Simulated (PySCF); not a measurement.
# Telling isomers of C$_{4}$H$_{11}$NOSi$_{2}$ apart by NMR

PySCF calculation with GFN2-xTB structure and σ from GIAO-PBE0/pcSseg-1; relativity neglected, rapidly exchanging positions averaged, one conformer, isolated molecule.

References, each an isolated molecule treated in the same way: TMS for ¹H (σ = 31.72 ppm) and ¹³C (σ = 186.93 ppm). Where no couplings were computed, multiplicities follow the n + 1 count of equivalent neighbours, and m marks all less simple cases (inequivalent or close neighbours, rings, F or P nearby). Shifts are as computed. Against solution values, carbons near 30 ppm lie about +3 ppm off and those near 130 ppm about +5 ppm. Of 1309 compounds with measured shifts, 239 miss one by over three times the rms of a fit or turn the order of signals round; such compounds aren't used in these exercises. OH and NH positions are gas-phase values without hydrogen bonding to other molecules.

(1) Tabulate the signals of `O=C[C@@]1([SiH3])C[C@H]1N[SiH3]`, `C#C[SiH2]O[Si@@H](C)NC`, `[H]/N=C\[C@@H](O[SiH3])[C@H]1C[SiH2]1` and their relative energies.

(2) What is the quickest way to tell O=C[C@@]1([SiH3])C[C@H]1N[SiH3] from C#C[SiH2]O[Si@@H](C)NC?

(3) What is the quickest way to tell O=C[C@@]1([SiH3])C[C@H]1N[SiH3] from [H]/N=C\[C@@H](O[SiH3])[C@H]1C[SiH2]1?

(4) What is the quickest way to tell C#C[SiH2]O[Si@@H](C)NC from [H]/N=C\[C@@H](O[SiH3])[C@H]1C[SiH2]1?

Answers

(1) 
```json
{"SMILES": "O=C[C@@]1([SiH3])C[C@H]1N[SiH3]", "carbon types": "1×C 2×CH 1×CH2", "δC": "211.8, 49.4, 29.1, 23.8", "δH": "9.48 (s, 1H), 4.63 (s, 3H), 3.83 (s, 3H), 2.79 (m, 1H), 1.71 (m, 1H), 1.47 (m, 1H), 0.19 (br s, 1H)", "E rel. (kcal/mol)": "54.8"}
{"SMILES": "C#C[SiH2]O[Si@@H](C)NC", "carbon types": "1×C 1×CH 2×CH3", "δC": "102.2, 90.5, 29.8, 0.3", "δH": "5.32 (m, 1H), 5.24 (q, 1H), 5.18 (m, 1H), 2.84 (s, 3H), 1.99 (m, 1H), 0.15 (d, 3H), 0.14 (br s, 1H)", "E rel. (kcal/mol)": "0.0"}
{"SMILES": "[H]/N=C\\[C@@H](O[SiH3])[C@H]1C[SiH2]1", "carbon types": "3×CH 1×CH2", "δC": "173.5, 82.7, 17.6, -0.5", "δH": "11.23 (br s, 1H), 8.02 (d, 1H), 4.89 (s, 3H), 2.87 (m, 1H), 2.66 (m, 1H), 2.54 (m, 1H), 1.16 (m, 1H), 0.93 (m, 1H), 0.56 (m, 1H)", "E rel. (kcal/mol)": "63.1"}
```

Energies are electronic energies at PBE0/pcSseg-1 on these geometries, without zero-point or thermal terms, each for the one conformer computed, which needn't be the lowest.

(2) Both give the same number of carbon signals, but DEPT or the intensities differ. The first has an aldehyde carbonyl carbon (CH) at 211.8 ppm, the second an alkyne carbon (C) at 90.5 ppm. Their most deshielded carbons lie at 211.8 and 102.2 ppm. In the proton spectra the most deshielded non-exchanging signals are 9.48 (s, 1H) and 5.32 (m, 1H).

(3) Both give the same number of carbon signals, but DEPT or the intensities differ. The first has a three-membered-ring carbon (C) at 29.1 ppm, the second a C=N carbon (CH) at 173.5 ppm. Their most deshielded carbons lie at 211.8 and 173.5 ppm. In the proton spectra the most deshielded non-exchanging signals are 9.48 (s, 1H) and 8.02 (d, 1H).

(4) Both give the same number of carbon signals, but DEPT or the intensities differ. The first has an alkyne carbon (C) at 90.5 ppm, the second a C=N carbon (CH) at 173.5 ppm. Their most deshielded carbons lie at 102.2 and 173.5 ppm. In the proton spectra the most deshielded non-exchanging signals are 5.32 (m, 1H) and 8.02 (d, 1H).
